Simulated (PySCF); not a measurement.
**Calculated NMR parameters of C[SiH2]OC(C)(C)C**

```
Formula                               : C5H14OSi
SMILES                                : C[SiH2]OC(C)(C)C
InChI                                 : InChI=1S/C5H14OSi/c1-5(2,3)6-7-4/h7H2,1-4H3
Point group of the computed structure : Cs
Degrees of unsaturation               : 0
Carbon signals                        : 3
Proton signals                        : 3
```

Numbering as in the mapped SMILES `[CH3:1][SiH2:2][O:3][C:4]([CH3:5])([CH3:6])[CH3:7]`. Each H is labelled by its parent atom.

[PySCF 2.14: coordinates at the GFN2-xTB level; NMR shieldings at PBE0/pcSseg-1/GIAO; one averaged value for each set of equivalent atoms; no relativistic terms; one computed conformer; in vacuum]

Scale: TMS for 1H and 13C and 29Si; 17O against H2O (reference shieldings calculated alike).

| carbon | δC, type | δH (multiplicity) | HMBC from (2–3 bonds) | span of the C tensor (ppm) |
| --- | --- | --- | --- | --- |
| C1 | -2.1, CH3 | 0.16 (t) | H(Si2) | 21 |
| C4 | 72.7, C | – | H(Si2), H(C5)/H(C6)/H(C7) | 61 |
| C5/C6/C7 | 32.8, CH3 | 1.34 (s) | H(C5)/H(C6)/H(C7) | 49 |

Other nuclei:
```tsv
atoms	nucleus	environment	δ (ppm)	σ (ppm)
H(Si2)	1H	hydrogen on a silicon bonded to C, O	5.09	26.63
Si2	29Si	silicon bonded to C, O, 2 H	-35.1	384.3
O3	17O	oxygen bonded to C, Si	75.9	260.2
```

Carbon types of the structure: 1 × C, 4 × CH3, leaving 2 H on heteroatoms. δC 72.7: fully substituted sp3 carbon bonded to O; the inductive effect lowers its shielding. δC 32.8: methyl carbon; aliphatic region, no heteroatom directly attached. δC -2.1: methyl carbon bonded to Si; an electropositive neighbour leaves it electron-rich and shielded. δH 5.09: hydrogen on a silicon bonded to C, O. δH 0.16: hydrogen on a methyl carbon bonded to Si; an electropositive neighbour shields it, as in TMS itself.

Shifts are as computed. Against solution values, carbons near 30 ppm lie about +3 ppm off and those near 130 ppm about +5 ppm. Of 1211 compounds with measured shifts, 218 miss one by over three times the rms of a fit or turn the order of signals round; such compounds aren't used in these exercises. Experimental scales use liquid or dissolved standards, which lie at an offset from isolated H2O (liquid H2O: subtract about 36 ppm). No couplings were computed; multiplicities are counted from neighbouring protons, with m where these are inequivalent, close in shift, in a saturated or five-membered ring or joined by F or P, and br s for small geminal =CH2 splittings.
